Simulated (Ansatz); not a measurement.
Start from `S=C[SiH2]Br` and change one element to get `F[SiH2]C=S`.

Ansatz, PBE0-D4/def2-TZVP geometries, multiplicity 1. Each molecule was computed in one conformer, which needn't be the lowest.

Scalar relativity is left out up to krypton.

```
                                                                                  property  `S=C[SiH2]Br`
                                                         LUMO energy (PBE/def2-TZVPP) / eV          -4.11
ideal-gas entropy at 298 K and 1 bar (rigid rotor, harmonic PBE0-D4/def2-TZVP) / J/(mol·K)            348
                                          size of the dipole moment (B3LYP/def2-TZVPP) / D           0.19
                                            size of the dipole moment (PBE/def2-TZVPP) / D           0.25
                                                     LUMO energy (ωB97M-V/def2-TZVPP) / eV          -0.99
                                                         HOMO energy (PBE/def2-TZVPP) / eV          -5.69
```

**Question.** Give the same properties after the change, and the shifts. (An estimate is asked.)

**Answer.** The calculation gave: 
```csv
property,`F[SiH2]C=S`,shift
LUMO energy (PBE/def2-TZVPP) / eV,-4.04,0.07
"ideal-gas entropy at 298 K and 1 bar (rigid rotor, harmonic PBE0-D4/def2-TZVP) / J/(mol·K)",319,-29
size of the dipole moment (B3LYP/def2-TZVPP) / D,0.23,0.04
size of the dipole moment (PBE/def2-TZVPP) / D,0.25,0.00
LUMO energy (ωB97M-V/def2-TZVPP) / eV,-0.92,0.07
HOMO energy (PBE/def2-TZVPP) / eV,-5.64,0.05
```

Dipoles are sizes alone; their direction can turn. Modes under 60 cm⁻¹, often nearly free rotors, make the harmonic entropy too high.

B3LYP here is the variant with VWN-RPA as its local correlation; programs differ in this.

Spin–orbit coupling is left out; it splits and shifts lone-pair levels of the heavy atoms by tenths of an eV.
